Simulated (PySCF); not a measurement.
input.py for GeH2

File input.py (PySCF 2.14):

```python
from pyscf import gto, dft

mol = gto.M(
    atom='Ge 0 0 -0.0297; H 1.1343 0 1.0909; H -1.1343 0 1.0909',
    basis='def2-svp',
    charge=0,
    spin=0,
    verbose=4,
)
mf = dft.RKS(mol, xc='b3lyp5')
mf.kernel()
mf.stability(internal=True, external=True)
mf.dip_moment()
print('orbital energies (hartree):', mf.mo_energy[..., max(0, mol.nelec[1]-3):mol.nelec[0]+3].round(4))
```

```bash
$ OMP_NUM_THREADS=1 python input.py
```

Output (some set-up lines and the per-cycle HOMO/LUMO lines with their warnings removed):

```
PySCF version 2.14.0

[INPUT] Symbol           X                Y                Z      unit          X                Y                Z       unit  Magmom
[INPUT]  1 Ge     0.000000000000   0.000000000000  -0.029700000000 AA    0.000000000000   0.000000000000  -0.056124865900 Bohr   0.0
[INPUT]  2 H      1.134300000000   0.000000000000   1.090900000000 AA    2.143516343094   0.000000000000   2.061502229288 Bohr   0.0
[INPUT]  3 H     -1.134300000000   0.000000000000   1.090900000000 AA   -2.143516343094   0.000000000000   2.061502229288 Bohr   0.0

nuclear repulsion = 21.4735692138084
number of shells = 18
number of NR pGTOs = 88
number of NR cGTOs = 42
basis = def2-svp
ecp = {}

******** <class 'pyscf.dft.rks.RKS'> ********
method = RKS
initial guess = minao
damping factor = 0
level_shift factor = 0
DIIS = <class 'pyscf.scf.diis.CDIIS'>
SCF conv_tol = 1e-09
SCF max_cycles = 50
XC functionals = b3lyp5

grids dens level: 3
Initial guess from minao.
tot grids = 40256
init E= -2077.01508162359
cycle= 1 E= -2077.78360837136  delta_E= -0.769  |g|= 0.341  |ddm|= 1.47
cycle= 2 E= -2077.78368216558  delta_E= -7.38e-05  |g|= 0.366  |ddm|= 0.494
cycle= 3 E= -2077.79818229565  delta_E= -0.0145  |g|= 0.00903  |ddm|= 0.258
cycle= 4 E= -2077.79820311159  delta_E= -2.08e-05  |g|= 0.00271  |ddm|= 0.0149
cycle= 5 E= -2077.7982067912  delta_E= -3.68e-06  |g|= 0.000327  |ddm|= 0.00684
cycle= 6 E= -2077.79820684612  delta_E= -5.49e-08  |g|= 2.82e-05  |ddm|= 0.00071
cycle= 7 E= -2077.79820684638  delta_E= -2.62e-10  |g|= 5.56e-06  |ddm|= 7.93e-05
Extra cycle  E= -2077.79820684639  delta_E= -7.73e-12  |g|= 5.94e-06  |ddm|= 1.65e-05
converged SCF energy = -2077.79820684639
rhf_internal: lowest eigs of H = [0.44420962 0.62728333 1.15675756]
<class 'pyscf.dft.rks.RKS'> wavefunction is stable in the internal stability analysis
rhf_real2complex: lowest eigs of H = [0.06969391 0.13832578 0.23263865]
<class 'pyscf.dft.rks.RKS'> wavefunction is stable in the real -> complex stability analysis
rhf_external: lowest eigs of H = [0.0272848  0.11624846 0.16760863]
<class 'pyscf.dft.rks.RKS'> wavefunction is stable in the RHF/RKS -> UHF/UKS stability analysis
Dipole moment(X, Y, Z, Debye):  0.00000,  0.00000, -0.09427
orbital energies (hartree): [-0.5154 -0.3111 -0.2426 -0.1169  0.0384  0.0755]
```

In short: E(SCF) = -2077.798207 Eh, 7 cycles, μ(SCF) = 0.09 D, internal stable; real -> complex stable; RHF/RKS -> UHF/UKS stable.

It ran on Arm Neoverse N1 (1 thread, shared host) in 12 s, peak memory 0.24 GiB.
